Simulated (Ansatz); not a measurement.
Two structures of CH6GeS, singlet, reached by relaxing down either side of one saddle point (PBE0-D4/def2-TZVP). Energies are electronic, without zero-point energy. Computed with Ansatz 0.2.0 (basis: def2-TZVPP and def2-QZVPP); correlated methods freeze the cores. Filled d shells of the heavier atoms are correlated. The def2 sets are not built for correlating such inner shells, so the correlated values are less sure here. Extrapolation: Hartree–Fock as exp(−7.88 √X), correlation as X^−2.97. First:

| atom | x (Å) | y (Å) | z (Å) |
| --- | --- | --- | --- |
| Ge1 | -0.8177 | -0.1017 | -0.1307 |
| C2 | 0.7438 | 0.8884 | 0.4834 |
| S3 | -0.2258 | -1.6863 | -1.5848 |
| H4 | 0.5085 | -2.3757 | -0.6964 |
| H5 | -1.7811 | 0.7914 | -0.9285 |
| H6 | -1.5595 | -0.7477 | 1.0546 |
| H7 | 0.4406 | 1.6857 | 1.1647 |
| H8 | 1.4287 | 0.2209 | 1.0078 |
| H9 | 1.2625 | 1.3249 | -0.3702 |

Second:

```
atom    x (Å)    y (Å)    z (Å)
 Ge1  -1.7132  -0.7445  -0.3797
  C2   1.3619   0.6349   0.3397
  S3  -1.3471  -2.2104  -1.7226
  H4   1.4215  -0.1874  -0.3740
  H5  -2.0416   0.7139  -0.7479
  H6  -1.7327  -0.9445   1.1467
  H7   0.7385   1.4336  -0.0640
  H8   0.9489   0.2789   1.2842
  H9   2.3637   1.0254   0.5175
```

(1) Which bonds change from the first to the second?

(2) Give the saddle point's structure and its height above each. (To be estimated.)

T1 diagnostic: at most 0.017.

## Answers

(1) CH₆GeS ([CH3][GeH2][SH]) → GeH₂S ([S][GeH2]) + CH₄; bonds formed: C2–H4; bonds broken: Ge1–C2, S3–H4.

(2) By the calculation: 254.0 kJ/mol above the first and 159.4 kJ/mol above the second (CCSD(T) at an estimated basis limit (MP2 extrapolated from triple and quadruple zeta, plus CCSD(T) − MP2 in triple zeta)).
Ge1  (-1.111, -0.398, -0.169)
C2  (0.837, 0.503, 0.305)
S3  (-0.274, -1.799, -1.528)
H4  (0.622, -0.525, -0.558)
H5  (-1.862, 0.861, -0.646)
H6  (-1.557, -0.797, 1.251)
H7  (0.640, 1.537, 0.025)
H8  (0.859, 0.351, 1.384)
H9  (1.846, 0.267, -0.064)
(Å)

Labels in which every atom is bracketed show which atoms are joined, not bond orders.

For scale, one of the runs: CCSD(T)/def2-TZVPP, 205 basis functions, launched by `ansatz run in.yaml --threads 4 --pin off --events-out ev --progress --plain --max-ram 9574MiB`. The run took 91 s on 4 CPU threads of an Arm Neoverse N1 (shared host), with 2.6 GiB of host memory at its peak.
